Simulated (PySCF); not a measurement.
2-methylpyridine, C6H7N.
SMILES: `CC1=CC=CC=N1`

The closed-shell ground state was solved at several levels (PySCF, density fitting, gas phase, non-relativistic). Geometry: PBE0-D3(BJ)/def2-SVP; no solvent, vibrations or thermal averaging.

| level | basis functions | HOMO (eV) | LUMO (eV) | gap (eV) | dipole (D) |
| --- | --- | --- | --- | --- | --- |
| B97-2/pcJ-1 | 259 | -7.02 | -0.70 | 6.32 | 1.94 |
| BLYP/pcSseg-1 | 154 | -5.60 | -1.43 | 4.17 | 1.88 |
| PBE0/pcSseg-1 | 154 | -7.30 | -0.66 | 6.64 | 1.95 |
| PBE0/STO-3G | 42 | -4.62 | 2.28 | 6.90 | 1.74 |
| wB97X-D/pcSseg-1 | 154 | -9.12 | 1.10 | 10.22 | 1.98 |

(1) What might B97-D/pcSseg-1 (154 basis functions) give for the same quantities?

(2) Over all these levels, which gives the widest orbital gap and which the narrowest?

(3) How far do the dipole and the HOMO energy spread over the levels?

Results:

(1) HOMO -5.75 eV, LUMO -1.50 eV, gap 4.25 eV, dipole 1.89 D.

(2) wB97X-D/pcSseg-1 (range-separated hybrid) has the widest, 10.22 eV, and BLYP/pcSseg-1 (GGA) the narrowest, 4.17 eV. The two share the basis. From the narrowest to the widest the HOMO moves by -3.52 eV and the LUMO by +2.53 eV.

(3) The dipole runs from 1.74 to 1.98 D (mean 1.90 D) and the HOMO from -9.12 to -4.62 eV.
